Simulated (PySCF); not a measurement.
A geometry optimisation on `BrC1=CBC=CC=C1`.

Method: BHandHLYP/def2-SV(P) geometry optimisation, gas phase (PySCF 2.14.0). Start geometry: GFN2-xTB. A driver script takes a list of jobs; this job's settings line and coordinates (Å) are shown.

Input:
```
{"job": {"xc": "BHandHLYP", "basis": "def2-SV(P)", "grid": 1, "kind": "geom"}, "charge": 0, "multiplicity": 1}
Br     3.286996    -1.206990    -0.083220
C      1.488426    -0.467319    -0.035305
C      1.374152     0.882103     0.028261
B      0.099054     1.717276     0.082000
C     -1.304361     1.118939     0.068536
C     -1.682032    -0.188523     0.004373
C     -0.864303    -1.340822    -0.062417
C      0.492841    -1.469815    -0.077405
H      2.313742     1.423831     0.043393
H      0.216139     2.884165     0.135837
H     -2.134640     1.817937     0.113221
H     -2.745359    -0.410941     0.001850
H     -1.410838    -2.276099    -0.108534
H      0.869506    -2.484215    -0.132757
```

Output:
```
step   0  E = -2830.53753004  max force = 0.020636
step   1  E = -2830.53770425  max force = 0.005113
step   2  E = -2830.53838213  max force = 0.004250
step   3  E = -2830.53850706  max force = 0.003167
step   4  E = -2830.53864975  max force = 0.000911
step   5  E = -2830.53866898  max force = 0.000851
step   6  E = -2830.53868266  max force = 0.000587
step   7  E = -2830.53868779  max force = 0.000288
optimisation converged
```

Energies in Eh; «max force» is the largest Cartesian gradient component in Eh/bohr.

Problem. How much energy does the optimisation release, in eV?

Solution. E(step 0) − E(last step) = 0.001158 Eh, which is 0.032 eV.

Problem. Give the first gradient maximum in eV/Å.

Solution. With 1 Eh/bohr = 51.422 eV/Å, 1.061 eV/Å.

Summary of the converged run: final energy -2830.53869 Eh after 7 steps; dipole 2.33 D.

The run took 50 s on Arm Neoverse V2, one thread, no GPU, on a shared host, and the process peaked at 0.62 GiB of memory.
Labels such as C1 count atoms from 1, the log's own numbers from 0.
